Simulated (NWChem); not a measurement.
Molecule: C$_{3}$H$_{9}$OSi, doublet; SMILES C[Si](C)(C)[O]

```xyz
14

C      1.5592     0.9011    -0.5137
Si    -0.0169    -0.0093    -0.0275
C     -0.0101    -1.7712    -0.6679
C     -1.5446     0.9145    -0.6011
O      0.0926     0.0242     1.6598
H      1.6128     0.9559    -1.6135
H      1.5663     1.9253    -0.1131
H      2.4529     0.3742    -0.1486
H     -0.8951    -2.3251    -0.3171
H     -0.0186    -1.7920    -1.7698
H      0.8851    -2.3085    -0.3191
H     -1.5874     0.9598    -1.7014
H     -1.5460     1.9438    -0.2112
H     -2.4636     0.4181    -0.2517
```
Atoms are numbered in this order, from 1.

Level: PBE0/def2-SVP, spin-unrestricted (NWChem), optimised geometry, unscaled harmonic frequencies. The radical's symmetric form is orbitally degenerate, so geometry and low modes hang on which distorted state is reached.

### Question
List the harmonic frequencies with IR intensities, and the thermochemistry.

### Answer
```tsv
frequency (cm⁻¹)	IR intensity (km/mol)
129	0.0
144	0.0
154	0.1
170	0.3
191	1.1
228	0.6
235	6.0
243	12.4
605	0.1
665	2.3
677	0.4
687	0.2
705	14.2
727	12.6
780	13.1
848	73.2
855	107.8
902	117.6
1240	16.4
1253	20.8
1264	17.3
1411	0.0
1419	0.4
1425	1.5
1426	2.5
1430	6.7
1442	12.4
3055	3.8
3057	1.8
3059	2.2
3156	0.5
3158	5.8
3164	1.3
3168	3.3
3169	3.1
3184	1.9
```

The zero-point energy is 70.6 kcal/mol. The thermal correction to the enthalpy at 298.15 K (with zero-point energy) is 76.6 kcal/mol and the heat capacity Cv is 29.4 cal/(mol K). The entropy at 298.15 K and 1 atm (symmetry number 1, electronic part: spin degeneracy alone) comes out as 88.7 cal/(mol K). The dipole moment comes out as 2.28 D.

Rigid rotor and harmonic oscillator.
